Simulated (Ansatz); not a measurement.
A structure relaxed at PBE0-D4/def2-TZVP, charge 0, multiplicity 1:

```xyz
13

O     1.708   -2.591    0.615
Si    1.308   -1.186   -0.118
O    -0.094   -0.619    0.517
C    -1.066    0.144   -0.180
Si   -0.886    1.987    0.210
H     1.063   -3.300    0.606
H     1.082   -1.346   -1.584
H     2.449   -0.285    0.150
H    -1.000   -0.019   -1.265
H    -2.058   -0.207    0.127
H    -1.931    2.753   -0.523
H    -1.035    2.218    1.669
H     0.459    2.451   -0.224
```

**Question.** Give its formula and SMILES.

**Answer.** CH8O2Si2, `O[SiH2]OC[SiH3]`.

**Question.** Point group (tolerance 0.08 Å, 0.16 Å for H)?

**Answer.** C1.

**Question.** Summarise the bond lengths by kind.

**Answer.** 2 × O–Si 1.634 to 1.640 Å; 1 × H–O 0.958 Å; 5 × H–Si 1.479 to 1.492 Å; 1 × C–O 1.419 Å; 1 × C–Si 1.893 Å; 2 × C–H 1.095 to 1.099 Å.

Results of the Gaussian-basis code of Ansatz.
